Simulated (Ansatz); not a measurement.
Swapping H for Cl on C: the atomisation energy

On one C centre that keeps Br, n of the H ligands are replaced by Cl. The atomisation energy (no zero-point term) y in kJ/mol at CCSD(T)/def2-TZVPP. Shapes, held fixed at every level: PBE0-D4/def2-TZVP. Programs: Ansatz 0.2.0.

```
molecule  n  y (kJ/mol)
   CH3Br  0        1576
 CH2BrCl  1           ?
 CHBrCl2  2        1337
  CBrCl3  3        1199
```

Q: Fit y = c + s·n to the known rows and predict CH2BrCl.

A: 
1. Means of the 3 rows: n = 1.66667, y = 1370.7.
2. Σ(Δn)² = 4.6667, Σ(Δn·Δy) = -582.33, so the slope is -582.33/4.6667 = -124.78.
3. Intercept: 1370.7 − (-124.78) × 1.66667 = 1578.7. The largest residual of the fit is 7.9.
4. CH2BrCl: 1578.7 + (-124.78) × 1 = 1454 kJ/mol.

The run gave 1460 kJ/mol, so the prediction is off by -6 kJ/mol, within the scatter of the fit. The step per swap changes from -116 to -138 kJ/mol along the series, so a line misses the bend: the ligands act on one another. The slope is only an average step. Other levels give for CH2BrCl: SPW92/def2-TZVPP 1761; wB97M-V/def2-TZVPP 1503; wB97X-V/def2-TZVPP 1502 kJ/mol. Spin-orbit coupling of the free atoms (H 0, Cl 4 kJ/mol each; the atoms kept shift only the intercept) is left out. Relativity is left out for Br unless named. Correlated rows may include outer-core shells of Br, which these sets cover unevenly.
